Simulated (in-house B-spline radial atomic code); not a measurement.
## OEP/ALDAx excitations of Be

Method: OEP/ALDAx. Computed with an all-electron radial atomic-structure program (B-spline basis): linear response of the closed shell [He] 2s2 with the adiabatic LDA exchange kernel on the exchange-only optimised effective potential; non-relativistic, point nucleus, no spin-orbit coupling, no double excitations, S, P, D and F terms only.

Command:
```bash
python run_td.py task.json out
```
Settings (radii: box in bohr, nucleus in fm):
```
Z                        4
electrons                4
configuration            [He] 2s2
hamiltonian              nr
method                   oep
box_radius               75
intervals                71
```

Time taken, with all properties: 0.2 s on 1 thread of Arm Neoverse N1 (shared host).

The lowest states, in the order of their Tamm-Dancoff energies; the method's threshold (minus the highest occupied level) is 8.415 eV. Labels give the largest channel, * marks a mixed state, and oscillator strengths are full-response dipole values. Measured ¹D terms are left out, since they can mix with doubly excited terms. Semilocal kernels can invert the small singlet-triplet splittings of Rydberg terms. Energies in eV:

```
     state  full response  Tamm-Dancoff  oscillator strength  measured (J-weighted term)
2s → 2p 3P          1.380         2.102                    -                       2.725
2s → 2p 1P          4.952         5.239                 1.37                       5.277
2s → 3s 3S          5.514         5.541                    -                       6.457
2s → 3s 1S          6.082         6.100                    -                       6.779
2s → 3p 3P              ?             ?                    -                           -
2s → 3d 3D          6.663         6.677                    -                       7.694
2s → 3p 1P          6.712         6.795               0.0575                       7.462
2s → 3d 1D          6.798         6.800                    -                           -
2s → 4s 3S          7.091         7.097                    -                           -
2s → 4s 1S              ?             ?                    -                           -
```

**Question.** Where does 2s → 4s 1S lie?

**Answer.** At 7.253 eV in full response, 7.259 eV in Tamm-Dancoff.

**Question.** Where does 2s → 3p 3P lie?

**Answer.** At 6.287 eV in full response, 6.315 eV in Tamm-Dancoff.

**Question.** How large is the singlet-triplet splitting of 2s → 2p (P terms) in Tamm-Dancoff?

**Answer.** 3.14 eV, from the unrounded values.

**Question.** What polarisabilities and dispersion coefficient does the method give?

**Answer.** Dipole 43.18 bohr³, quadrupole 376.7 bohr⁵, C6 262.3 hartree·bohr⁶ for two such species. Recommended dipole value: 37.74 ± 0.03 bohr³ (Schwerdtfeger and Nagle, table of static dipole polarizabilities (2023 update)), which includes relativity and correlation.
